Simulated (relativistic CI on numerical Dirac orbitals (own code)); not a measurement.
Radial Dirac CI calculation of Cs³⁺.

Command:

```sh
python run_levels.py task.json out
```

Input:

```
atom Cs  Z=55  charge=3  electrons=52
nucleus A=133  rms_radius_fm=6.2453
hamiltonian dirac-coulomb  breit=on  qed=off  c_scale=1
orbitals kli  potential=per-configuration
slater_scale 1
correlation none
mixing on
grid step=0.0125 r_max=50.3
scf mixing=0.4 start=green max_iterations=30 tolerance=2e-08 node_fill=0.05
configurations
  [Kr] 4d10 5s2 5p4
  [Kr] 4d10 5s 5p5
  [Kr] 4d10 5s2 5p3 5d
  [Kr] 4d10 5p6
  [Kr] 4d10 5s2 5p2 5d2
end
```

Output:

```
SCF 1: [Kr] 4d10 5s2 5p4
 iter      energy (Ha)   residual   last orbital (Ha)
    1     -7766.445286   2.12e+00     -2.31703
    2     -7782.075331   8.11e-01     -1.78678
    3     -7784.304278   1.53e-01     -1.59518
    4     -7784.376478   5.51e-02     -1.62865
    5     -7784.383461   1.38e-02     -1.61425
    6     -7784.382904   3.75e-03     -1.60771
    7     -7784.383210   3.69e-04     -1.60971
    8     -7784.383191   9.65e-05     -1.60973
    9     -7784.383187   3.83e-06     -1.60967
   10     -7784.383186   7.04e-07     -1.60967
   11     -7784.383186   2.70e-09     -1.60967
SCF 2: [Kr] 4d10 5s 5p5
 iter      energy (Ha)   residual   last orbital (Ha)
    1     -7765.910957   2.11e+00     -2.31703
    2     -7781.475176   8.10e-01     -1.77930
    3     -7783.693232   1.54e-01     -1.58578
    4     -7783.765513   5.39e-02     -1.61963
    5     -7783.772017   1.41e-02     -1.60521
    6     -7783.771581   3.63e-03     -1.59795
    7     -7783.771852   4.31e-04     -1.60001
    8     -7783.771829   6.87e-05     -1.59996
    9     -7783.771827   4.47e-06     -1.59991
   10     -7783.771827   7.10e-07     -1.59991
   11     -7783.771827   8.64e-09     -1.59991
SCF 3: [Kr] 4d10 5s2 5p3 5d
 iter      energy (Ha)   residual   last orbital (Ha)
    1     -7765.962561   2.11e+00     -1.37154
    2     -7781.407850   8.10e-01     -1.03119
    3     -7783.609723   1.55e-01     -0.92254
    4     -7783.682205   5.19e-02     -0.94066
    5     -7783.687561   1.60e-02     -0.93336
    6     -7783.687075   3.48e-03     -0.92899
      ... 17 steps not shown
SCF 5: [Kr] 4d10 5s2 5p2 5d2
 iter      energy (Ha)   residual   last orbital (Ha)
    1     -7765.436389   2.09e+00     -1.37154
    2     -7780.695805   8.06e-01     -1.03968
    3     -7782.872940   1.58e-01     -0.94199
    4     -7782.946297   4.83e-02     -0.96797
    5     -7782.950482   1.77e-02     -0.96084
    6     -7782.950133   3.39e-03     -0.95541
    7     -7782.950374   5.37e-04     -0.95676
    8     -7782.950346   2.28e-05     -0.95663
    9     -7782.950347   2.51e-06     -0.95662
   10     -7782.950347   1.03e-06     -0.95662
   11     -7782.950347   1.70e-08     -0.95662
orbital energies (Ha): 4s -9.3438  4p1/2 -7.5118  4p3/2 -7.0114  4d3/2 -4.0323  4d5/2 -3.9492  5s -2.1551  5p1/2 -1.6802  5p3/2 -1.6097
configuration averages (Ha): Dirac-Coulomb, Breit, QED
  5s2 5p4                      -7784.383186    6.147688    0.000000
  5s 5p5                       -7783.771827    6.147801    0.000000
  5s2 5p3 5d                   -7783.687316    6.146519    0.000000
  5p6                          -7783.061707    6.147892    0.000000
  5s2 5p2 5d2                  -7782.950347    6.145272    0.000000
levels: no., configuration, term, J, E (cm-1), weight
   1 5s2 5p4                3P   2                0.0  0.88
   2 5s2 5p4                3P   0             8623.9  0.71
   3 5s2 5p4                3P   1            12440.9  0.98
   4 5s2 5p4                1D   2            23121.2  0.88
   5 5s2 5p4                1S   0            40206.5  0.69
   6 5s 5p5                 3P*  2           113441.7  0.72
   7 5s 5p5                 3P*  1           120659.7  0.64
   8 5s 5p5                 3P*  0           126851.5  0.64
   9 5s2 5p3 5d             5D*  3           134966.5  0.86
  10 5s2 5p3 5d             5D*  2           135246.6  0.87
  11 5s2 5p3 5d             5D*  0           135671.6  0.84
  12 5s2 5p3 5d             5D*  1           135700.7  0.91
  13 5s2 5p3 5d             5D*  4           135725.2  0.91
  14 5s2 5p3 5d             1P*  1           143855.1  0.57
lowest total energy -7778.325063 Ha
end: converged
```

Against the reference input this run has: QED terms off, iteration limit 30, nuclear radius 6.2453 fm. The reference run ends at -7774.407920 Ha with Breit and QED terms. With a changed speed of light or nuclear radius the levels are not those of the real ion, and the QED model is not rescaled.

With so few configurations and no correlation, terms lie too far apart (by 10 to 50 % or more near neutrality), their order can be wrong, and levels of other configurations are missing.

Run time about 0.32 s of CPU on one thread of Neoverse-V2 (shared host).
